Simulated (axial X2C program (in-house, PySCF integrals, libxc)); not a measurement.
SbN: nuclear properties from DFT to coupled cluster

Computed with an in-house all-electron X2C program for linear molecules (integrals from PySCF): two-component X2C with atomic mean-field Coulomb and Gaunt terms, Gaussian nuclei, basis Sb dyall-acv3z, N dyall-av3z with contracted cores.

R = 1.808 Å (near the PBE0 minimum at charge 0 of the determinant lowest at the starting distance; the state shown can have its own minimum elsewhere); state Ω = 0 (closed shell).

```json
{"level": "PBE0", "qzz Sb (a.u.)": "-6.14", "qzz N (a.u.)": "-0.88", "μ (D)": "-3.83"}
{"level": "HF", "qzz Sb (a.u.)": "-5.87", "qzz N (a.u.)": "-1.17", "μ (D)": "-3.95"}
{"level": "B3LYP", "qzz Sb (a.u.)": "-5.86", "qzz N (a.u.)": "-0.92", "μ (D)": "-3.83"}
```

qzz is the electric field gradient, eQq0 = 234.96 MHz × Q/barn × qzz; μ is positive if the N end (last atom) is positive. The operators were transformed with the bare-nucleus X2C matrices; with these basis sets, hyperfine constants and field gradients can be off by tens of per cent, and where levels differ in sign neither size nor sign is settled.

Finite-field MP2, CCSD and CCSD(T), with 20 electrons correlated in 130 natural virtual spinors (MP2 remainder added):

```json
{"level": "MP2", "qzz Sb (a.u.)": "-10.12", "qzz N (a.u.)": "-0.70", "μ (D)": "-6.42"}
{"level": "CCSD", "qzz Sb (a.u.)": "-5.89", "qzz N (a.u.)": "-0.87", "μ (D)": "-3.67"}
{"level": "CCSD(T)", "qzz Sb (a.u.)": "-5.64", "qzz N (a.u.)": "-0.82", "μ (D)": "-3.47"}
```

T1 = 0.057 (Lee–Taylor), a sign of multireference character. One unrestricted determinant, the lowest of a limited PBE0 search, is the reference; the functionals treat spin collinearly. Correlation of the inner shells is missing, which matters for properties at the nucleus. Number of frozen shells: Sb 4 s, 3 p, 1 d; N 1 s.

Q: By how much does correlation change each value, CCSD(T) against HF?

A: qzz Sb -4 %; qzz N -30 %; μ -12 %.
